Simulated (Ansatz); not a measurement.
`B[AsH]CO` + `N[SiH3]` → `BN[SiH3]` + `OC[AsH2]` at 500 K and 1 bar (cleavage of the B–As bond).

Isolated molecules relaxed with PBE0-D4/def2-TZVP in Ansatz; ΔE leaves out vibrations. CCSD(T)/CBS adds triple-zeta CCSD(T) − MP2 to the extrapolated MP2 energy (def2 sets, frozen cores). This one scheme is used for every species. For As outer-core shells are correlated without core-valence functions, which leaves a few kJ/mol of doubt a bond. Scalar relativity is left out up to krypton. Each species was taken in one conformer, which may not be the lowest.

```
   species  CCSD(T)/CBS energy (Eh)  H − E (kJ/mol)  S (J/(mol·K))
`B[AsH]CO`              -2376.59328           229.2          395.8
 `N[SiH3]`               -346.80422           161.3          303.9
`BN[SiH3]`               -372.22946           202.1          342.4
`OC[AsH2]`              -2351.21112           185.3          346.0
```

H − E and S are ideal-gas, rigid-rotor, harmonic terms from PBE0-D4/def2-TZVP, for one conformer and one mirror image of each species. 1 Eh = 2625.50 kJ/mol, R = 8.31446 J/(mol·K).

Problem. By hand: ΔE, ΔH, ΔS and ΔG.

Solution. ΔE = (-372.22946) + (-2351.21112) − (-2376.59328) − (-346.80422) = -0.04308 Eh = -113.1 kJ/mol. Δ(H − E) = 202.1 + 185.3 − 229.2 − 161.3 = -3.1, so ΔH = -116.2 kJ/mol. ΔS = 342.4 + 346.0 − 395.8 − 303.9 = -11.3 J/(mol·K). ΔG = -116.2 − 500 × (-11.3)/1000 = -110.5 kJ/mol.

Problem. By hand: the equilibrium constant, and the temperature at which ΔG would vanish if ΔH and ΔS stayed fixed.

Solution. log₁₀ K = −ΔG/(RT ln 10) = 11.5. ΔG = 0 at ΔH/ΔS = 10283 K, far beyond where these terms or the molecules hold.

The number of gas molecules stays the same, so ΔS is small and ΔH decides. A doubt of 5 kJ/mol in ΔE shifts log₁₀ K by 0.5 here. Other conformers and mirror images would add mixing entropy, several J/(mol·K) or more a flexible species. These are equilibria of isolated gas molecules and say nothing of rates. Largest T1 diagnostic: 0.013 (customary marks: 0.02 for closed shells, 0.045 for open ones).
